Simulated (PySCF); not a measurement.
C4H7FO, SMILES CCO/C=C\F. Heavy atoms are numbered as in [CH3:1][CH2:2][O:3]/[CH:4]=[CH:5]\[F:6]. Hydrogens are named by the atom that carries them.

The structure is a stationary point at B3LYP-D3(BJ)/def2-SVP. The structure was generated by enumeration; whether it is a known compound was not checked. Other conformers were not sampled.

Method: KT2/pcSseg-1 (PySCF).

GIAO shieldings, no solvent; atoms alike by connectivity are averaged. δ = σ(ref) − σ: ¹³C against TMS (σ = 185.1 ppm); ¹⁷O against H2O (σ = 330.4 ppm); ¹⁹F against CFCl3 (σ = 127.1 ppm); ¹H against TMS (σ = 31.47 ppm), references at their B3LYP-D3(BJ)/def2-TZVP geometries, non-relativistic.

Computed chemical shifts:
```tsv
nucleus	atoms	count	δ (ppm)
¹³C	C5 (CH)	1	134.7
¹³C	C4 (CH)	1	130.0
¹³C	C2 (CH2)	1	71.9
¹³C	C1 (CH3)	1	19.7
¹⁷O	O3	1	131.7
¹⁹F	F6	1	-210.3
¹H	H on C5	1	6.47
¹H	H on C4	1	5.54
¹H	H on C2	2	4.54
¹H	H on C1	3	1.55
```
